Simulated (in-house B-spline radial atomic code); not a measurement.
Successive ionisation energies of cerium; each step leads to the configuration of the next row (after the last: [Ar] 3d10 4s2 4p2). Dirac energy differences include first-order Breit, QED and recoil terms. NIST's values go from ground level to ground level; the uncertainty of those that are theory runs from under 0.1 % in few-electron ions to several per cent in heavy many-electron ones. Computed with a radial B-spline atomic code at the basis-set limit: Dirac-Hartree-Fock, average of the configuration, finite nuclei.

```tsv
ion	configuration	ionisation energy (eV)	tabulated value (eV)	computed minus tabulated (eV)	highest orbital	largest mean radius (bohr)
Ce11+	[Kr] 4d10 5s1	190.3	192.24	-2.0	5s1/2	1.3264
Ce12+	[Kr] 4d10	312.8	312	0.8	4d5/2	0.72079
Ce13+	[Kr] 4d9	343.1	340	3.1	4d5/2	0.70948
Ce14+	[Kr] 4d8	374.2	371	3.2	4d5/2	0.69902
Ce15+	[Kr] 4d7	405.9	403	2.9	4d5/2	0.68899
Ce16+	[Kr] 4d6	?	?	?	?	?
Ce17+	[Kr] 4d5	471.5	472	-0.5	4d5/2	0.67009
Ce18+	[Kr] 4d4	505.4	509	-3.6	4d5/2	0.66116
Ce19+	[Kr] 4d3	539.9	543	-3.1	4d5/2	0.65253
Ce20+	[Kr] 4d2	?	?	?	?	?
Ce21+	[Kr] 4d1	610.8	613	-2.2	4d5/2	0.63609
Ce22+	[Ar] 3d10 4s2 4p6	756.6	749	7.6	4p3/2	0.61581
Ce23+	[Ar] 3d10 4s2 4p5	?	?	?	?	?
Ce24+	[Ar] 3d10 4s2 4p4	831.7	824	7.7	4p3/2	0.60468
Ce25+	[Ar] 3d10 4s2 4p3	870.0	862	8.0	4p3/2	0.5995
```

(1) Fill in the row of Ce16+.

(2) Fill in the row of Ce20+.

(3) Fill in the row of Ce23+.

(4) Where is the largest jump?

Where a p, d or f electron is removed, the computed value is a mean over both j, so it misses the tabulated one by a part of the spin-orbit splitting; averaging over terms and missing correlation add to the gap, relatively most at low charge.

## Answers

(1) ionisation energy (eV): 438.4; tabulated value (eV): 435; computed minus tabulated (eV): 3.4; highest orbital: 4d5/2; largest mean radius (bohr): 0.67936.

(2) ionisation energy (eV): 575.0; tabulated value (eV): 579; computed minus tabulated (eV): -4.0; highest orbital: 4d5/2; largest mean radius (bohr): 0.64418.

(3) ionisation energy (eV): 793.9; tabulated value (eV): 785; computed minus tabulated (eV): 8.9; highest orbital: 4p3/2; largest mean radius (bohr): 0.60998.

(4) From Ce11+ to Ce12+, by a factor of 1.64 (190.29 to 312.81 eV); the highest orbital goes from 5s1/2 to 4d5/2.
